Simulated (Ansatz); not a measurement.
Consider the formal exchange of groups at the Si–C bond: `C=C(F)[SiH2]Cl` + `[SiH3]SS` → `[SiH3]S[SiH2]Cl` + `C=C(F)S`.

Program: Ansatz. Geometries: PBE0-D4/def2-TZVP. ΔE: electronic, gas phase. CBS: MP2 limit from def2 TZ/QZ plus the TZ coupled-cluster correction, frozen cores. Functionals use def2-TZVPP. Each species was taken in one conformer, which may not be the lowest.

Task: Is it downhill or uphill in electronic energy at CCSD(T)/CBS, and by how much? (Best estimate.)

Result: Computed: Downhill: ΔE = -67.1 kJ/mol.

Task: What do these levels give: r2SCAN-D4, PBE0-D4, ωB97X-V, CCSD(T)/def2-TZVPP, SCS-MP2/def2-QZVPP, CCSD/CBS(def2)? (Best estimate.)

Result: The calculation gave: r2SCAN-D4 -73.6, PBE0-D4 -71.1, ωB97X-V -68.5, CCSD(T)/def2-TZVPP -69.3, SCS-MP2/def2-QZVPP -69.6, CCSD/CBS(def2) -65.7 kJ/mol.

Largest T1 diagnostic among the species: 0.012.

In def2-TZVPP, CCSD(T) changes the Hartree–Fock value by −8.0 kJ/mol (the triples alone add −1.4 kJ/mol) and MP2 by −16.0 kJ/mol. The D4 term adds −4.1 kJ/mol with B3LYP and −2.1 kJ/mol with PBE0; it sums over pairs of atoms, weighted by their polarisabilities, and B3LYP, whose exchange is more repulsive, gets the larger term. From PBE to PBE0 (25 % exact exchange), in def2-TZVPP and without D4, ΔE moves by −3.8 kJ/mol.

B3LYP here is the variant with VWN-RPA as its local correlation; programs differ in this.
